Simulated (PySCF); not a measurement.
[WSI4]- (charge -1 and doublet state).
SMILES: `[S]=[W-]([I])([I])([I])[I]`

Method used: PBE0-D3(BJ)/def2-SVP geometry optimisation, gas phase, def2 core potentials past Kr in PySCF 2.14.0.

Take the most abundant isotopes and a rigid rotor. 

(1) Give the principal moments of inertia and the rotational constants in MHz.

(2) What kind of rotor is it?

(3) Is it planar, by Δ = Ic − Ia − Ib?

(4) Where do the R-branch lines fall?

## Answers

(1) Ia = 2044.22, Ib = 2052.60, Ic = 3545.60 u·Å²; 505379 MHz·u·Å²/I gives A = 247.2, B = 246.2, C = 142.5 MHz.

(2) An oblate symmetric top, as the point group C4v requires two equal moments; the computed ones differ by 0.41 % because the geometry is symmetric only within the optimiser's tolerance; Ray's κ = 0.981.

(3) Not planar: Δ = Ic − Ia − Ib = -551.22 u·Å². For a rigid frame Δ = −2 Σ m c², so Σ m c² = 275.61 u·Å² lies off the ab plane. The atom farthest from that plane is 2.50 Å away.

(4) The dipole of 0.16 D (about the centre of mass, as the species is charged) lies along the symmetry axis, so ΔK = 0 and J+1 ← J falls at 2B(J+1) for every K: 0.49 GHz, 0.99 GHz, 1.48 GHz, 1.97 GHz, 2.47 GHz for J = 0 to 4.

For this open shell read J as N, the rotation without spin; fine and hyperfine splittings come on top. Whether it is a minimum is left open (no frequencies). ⟨S²⟩ = 0.767 (exact for a doublet: 0.75). No vibrational averaging or centrifugal distortion is included, and the geometry carries the error of its method.

Caution for open-shell metal species: one SCF solution and one stationary point were followed, and a lower state or a bent or distorted shape isn't ruled out.
